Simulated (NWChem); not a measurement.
System: SiHOF, singlet; SMILES O[Si]F

Input file for NWChem:

```
start job
memory heap 200 mb stack 900 mb global 1100 mb
geometry units angstroms noautoz
  Si     0.621402     0.012452     0.000000
  F     -0.421107    -1.259105     0.000000
  O     -0.449328     1.276047     0.000000
  H     -1.397858     1.088559     0.000000
end
basis spherical
  * library def2-svpd
end
dft
  xc b3lyp
  iterations 150
end
tddft
  cis
  nroots 6
  notriplet
end
task tddft energy
```

Low-valent species are run as closed-shell singlets; no triplet was tried in these runs. All runs use the structure optimised with PBE0/def2-SVP. B3LYP is NWChem's, with the RPA form of VWN correlation.

Vertical excitations in the gas phase.

Question: Give the results of this calculation. (B3LYP/def2-SVPD, TDA.) Quantities: lowest excitation, singlet (eV); oscillator strength of that lowest state; lowest state with f > 0.02, singlet (eV); oscillator strength of that bright state; orbital gap (eV).

Answer: 
| Quantity | Result |
|---|---|
| lowest excitation, singlet (eV) | 5.78 |
| oscillator strength of that lowest state | 0.199 |
| lowest state with f > 0.02, singlet (eV) | 5.78 |
| oscillator strength of that bright state | 0.199 |
| orbital gap (eV) | 5.82 |
